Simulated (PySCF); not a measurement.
C2H4FNOSi, SMILES O=C=N[SiH2]CF. Heavy atoms are numbered as in [O:1]=[C:2]=[N:3][SiH2:4][CH2:5][F:6]. Hydrogens are named by the atom that carries them.

Coordinates come from a B3LYP-D3(BJ)/def2-SVP optimisation. This is a generated structure with no PubChem entry under its InChIKey; it may be hypothetical. One conformer was computed; it need not be the lowest.

Calculation: PySCF with PBE/def2-TZVP.

ESP charges are fitted to the potential on shells at 1.4 to 2.0 van der Waals radii. Atomic charges (e), one atom of each kind:

```
atom          IAO  ESP fit
----------  -----  -------
O1          -0.34    -0.34
C2           0.49     0.52
N3          -0.55    -0.36
Si4 (SiH2)   0.89     0.35
C5 (CH2)    -0.26    -0.07
F6          -0.31    -0.18
H on Si4    -0.12    -0.07
H on C5      0.16     0.10
```

Computed Mayer and Wiberg (Löwdin basis) orders of the bonds:
```
bond    Mayer  Wiberg
------  -----  ------
O1–C2    2.13    2.84
C2–N3    2.01    2.48
N3–Si4   1.13    1.32
Si4–C5   0.99    1.15
C5–F6    1.00    1.67
```
